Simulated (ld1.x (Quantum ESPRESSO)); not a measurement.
Reading a pseudo-wave (Mn)

Columns: radius, all-electron u(r) and pseudo u(r) of the 3s shell (level -85.40 eV) of manganese in the configuration [Ne] 3s2 3p6 3d5 4s2 4p0; LDA (PZ), scalar-relativistic, PAW scheme, ld1.x (Quantum ESPRESSO) 7.5.

```csv
r (bohr),all-electron,pseudo
0.098,-0.1857,0.2866
0.195,-0.6427,0.5530
0.292,-0.3039,0.7868
0.390,0.2761,0.9770
0.488,0.7632,1.1126
0.585,1.0616,1.1893
0.682,1.1918,1.2102
0.780,1.1991,1.1803
0.878,1.1291,1.1088
0.975,1.0194,1.0084
1.072,0.8940,0.8911
1.170,0.7663,0.7671
1.268,0.6465,0.6475
1.365,0.5399,0.5401
1.463,0.4458,0.4458
1.560,0.3661,0.3661
1.658,0.2982,0.2982
1.755,0.2424,0.2424
1.852,0.1961,0.1961
1.950,0.1578,0.1578
2.047,0.1269,0.1269
2.145,0.1016,0.1016
2.242,0.0814,0.0814
2.340,0.0649,0.0649
2.438,0.0517,0.0517
2.535,0.0412,0.0412
```

(1) How many radial nodes do the two functions have?

(2) At about which radius was the pseudo-wave matched?

(3) Where does each function peak?

(4) Is the pseudo-wave norm-conserving?

Answers

(1) The all-electron 3s function has n − l − 1 = 2 (the table is too coarse to show those close to the nucleus); the pseudo-wave has 0, since the states of the same l below it are removed with the core.

(2) 1.45 bohr, where the columns begin to agree (steps of 0.10 bohr).

(3) Outermost all-electron maximum near 0.78 bohr, pseudo maximum near 0.68 bohr (to the table’s step).

(4) No, it belongs to a PAW set: the norm inside the radius is not constrained, and the difference is carried by the augmentation charge.
